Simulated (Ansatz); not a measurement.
Calculated with Ansatz (gas phase, PBE0-D4/def2-TZVP geometries, no zero-point term in ΔE). CCSD(T)/CBS adds triple-zeta CCSD(T) − MP2 to the extrapolated MP2 energy (def2 sets, frozen cores). Functionals use def2-TZVPP. HSE06 is defined as in plane-wave codes. For Ge outer-core shells are correlated without core-valence functions, which leaves a few kJ/mol of doubt a bond. Scalar relativity is left out up to krypton.

Consider the redistribution: `F[SiH2][AlH2]` + `[AlH2][CH2][GeH3]` → `[AlH2][CH2][AlH2]` + `F[SiH2][GeH3]`.

**Question.** Is it downhill or uphill in electronic energy at CCSD(T)/CBS, and by how much? (Best estimate.)

**Answer.** Ansatz gave: Downhill: ΔE = -11.5 kcal/mol.

**Question.** What do these levels give: HSE06-D4, PBE-QIDH, r2SCAN, HF/def2-SVP, CCSD/def2-SVP, HF/def2-TZVPP? (Best estimate.)

**Answer.** The calculation gave: HSE06-D4 -11.6, PBE-QIDH -11.6, r2SCAN -13.3, HF/def2-SVP -10.4, CCSD/def2-SVP -11.3, HF/def2-TZVPP -10.2 kcal/mol.

**Question.** What do rigid-rotor, harmonic-oscillator terms from PBE0-D4/def2-TZVP frequencies (298.15 K, 1 bar) make of the CCSD(T)/CBS value? (Best estimate.)

**Answer.** Ansatz gave: ΔZPE = -0.2 kcal/mol, ΔH = -11.8 kcal/mol, ΔS = -13 J/(mol·K), ΔG = -10.9 kcal/mol.

Largest T1 diagnostic among the species: 0.012.

Leaving LDA and LC-ωPBE aside and taking each functional with its dispersion term where it has one, the values, not all of them listed here, spread over 1.9 kcal/mol, from r2SCAN-D4 to revPBE-D4. LDA lies −1.1 kcal/mol from PBE without D4. In def2-TZVPP, CCSD(T) changes the Hartree–Fock value by −0.9 kcal/mol (the triples alone add −0.2 kcal/mol) and MP2 by −1.8 kcal/mol.
